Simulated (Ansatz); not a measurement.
Al(Cl)(vinyl)(OH) (C2H4AlClO), SMILES C=[CH][Al]([OH])[Cl].

Geometry: r2SCAN-D4/def2-SVP. The structure was generated by enumeration; whether it is a known compound was not checked. Other conformers were not sampled.

Two levels are set side by side: PBE/def2-SVPD (Ansatz, a quantum-chemistry and plane-wave program) and CAM-B3LYP/def2-SVPD (Ansatz). Energy differences of separate SCF runs at the same geometry; the states with an electron removed or added have multiplicity 2 and 2. Differences are taken from unrounded values.

| quantity | CAM-B3LYP | PBE | PBE minus CAM-B3LYP |
|---|---|---|---|
| vertical ionisation energy (eV) | 10.52 | 10.07 | -0.45 |
| vertical singlet–triplet gap (eV) | 4.00 | 4.07 | 0.07 |
